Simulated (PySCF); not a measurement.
**Nuclear quadrupole coupling in `C=C(C#CC[SiH2]S)CF`**

Compound: C6H9FSSi.
Structure used (GFN2-xTB), in Å, numbered top down from 1:
```xyz
18
C6H9FSSi angstrom
C     -3.0882   -0.6835   -0.3716
C     -2.0546    0.0493    0.0321
C     -0.7586   -0.0744   -0.5250
C      0.3412   -0.1628   -1.0054
C      1.6828   -0.2764   -1.5180
Si     2.8990   -0.6589   -0.0995
S      2.7965    1.0412    1.2169
C     -2.1426    1.0830    1.1248
F     -3.4056    1.1731    1.6502
H     -2.9865   -1.4127   -1.1563
H     -4.0598   -0.5680    0.0758
H      1.9600    0.6626   -2.0034
H      1.7228   -1.0656   -2.2709
H      4.2637   -0.7650   -0.6087
H      2.4927   -1.8379    0.6563
H      3.6754    0.5964    2.1013
H     -1.8807    2.0761    0.7389
H     -1.4663    0.8300    1.9509
```

Field gradients from the PBE0/pcSseg-1 density (PySCF, non-relativistic), principal values in atomic units, ordered |Vxx| ≤ |Vyy| ≤ |Vzz|:

| atom | Vxx | Vyy | Vzz |
| --- | --- | --- | --- |
| S7 | 0.3109 | 1.8942 | -2.2051 |

Question: Find the asymmetry η = (Vxx − Vyy)/Vzz and the couplings χ = eQV/h (234.96 MHz × Q in barn × V in au), with Q(33S) = −0.0678 b.

Answer: 
```tsv
atom	environment	nucleus	η	χzz (MHz)	χxx (MHz)	χyy (MHz)
S7	sulfur bonded to Si and H	33S	0.72	35.13	-4.95	-30.18
```

Question: What is Vzz at S7 in SI units (1 au = 9.71736 × 10²¹ V/m²)?

Answer: -2.2051 au = -21.428 × 10²¹ V/m².

Were the hydrogens deuterons (Q(2H) = 0.00286 b), χzz would run from 109 kHz (H14) to 226 kHz (H10).

Isolated species at its GFN2-xTB geometry (one conformer only). GFN2-xTB bond lengths can be off by several hundredths of an ångström, more for odd bonds, and the gradients follow them. The basis is small and wasn't made for field gradients, so the couplings can be 20 % off.

These values come from a run that also computed NMR shieldings. Hardware: Arm Neoverse N1, one thread, shared host with 64 logical CPUs at a one-minute load of 52. Cost: 67 s wall, 0.94 GiB resident at most.
